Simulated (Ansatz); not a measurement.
B$_{2}$FH$_{3}$OS, SMILES `BOB(F)S`, 8 atoms. Charge 0, multiplicity 1. All runs use 2 threads of an Arm Neoverse V2 on a shared host. Correlated methods freeze the cores.

(1) Give the basis size and wall time and peak host memory of each of these runs in Ansatz. RKS ωB97M-V/def2-SVP energy; RKS PBE0-D4/def2-TZVP frequencies; RKS ωB97M-V/def2-QZVPP energy; RKS PBE0-D4/def2-QZVPP energy; RKS B3LYP-D4/def2-TZVPP energy and forces; RHF-CCSD(T)/def2-TZVPP energy; RHF-CCSD(T)/def2-SVP energy; RKS ωB97M-V/def2-TZVPP energy and forces; RHF-MP2/def2-QZVPP energy; direct RPA on PBE orbitals/def2-TZVPP energy; RKS PBE0-D4/def2-TZVP relaxation (17 steps); RKS PBE0-D4/def2-SVP energy. (Estimate.)

Results:

(1) Computed: Other jobs shared the machine, so times are rough.

| level | job | functions | wall time | peak host memory (GiB) |
| --- | --- | --- | --- | --- |
| RKS PBE0-D4/def2-SVP | energy | 89 | 0.95 s | 0.17 |
| RHF-CCSD(T)/def2-SVP | energy | 89 | 3.3 s | 0.3 |
| RKS B3LYP-D4/def2-TZVPP | energy and forces | 208 | 4.2 s | 0.46 |
| RKS ωB97M-V/def2-SVP | energy | 89 | 4.2 s | 0.24 |
| direct RPA on PBE orbitals/def2-TZVPP | energy | 208 | 4.9 s | 0.4 |
| RKS PBE0-D4/def2-QZVPP | energy | 388 | 7 s | 1.1 |
| RKS ωB97M-V/def2-TZVPP | energy and forces | 208 | 11 s | 0.59 |
| RHF-MP2/def2-QZVPP | energy | 388 | 16 s | 1.8 |
| RKS ωB97M-V/def2-QZVPP | energy | 388 | 19 s | 1.2 |
| RKS PBE0-D4/def2-TZVP | relaxation (17 steps) | 179 | 55 s | 0.39 |
| RHF-CCSD(T)/def2-TZVPP | energy | 208 | 84 s | 2.9 |
| RKS PBE0-D4/def2-TZVP | frequencies | 179 | 99 s | 0.38 |

B3LYP here is the variant with VWN-RPA as its local correlation; programs differ in this.
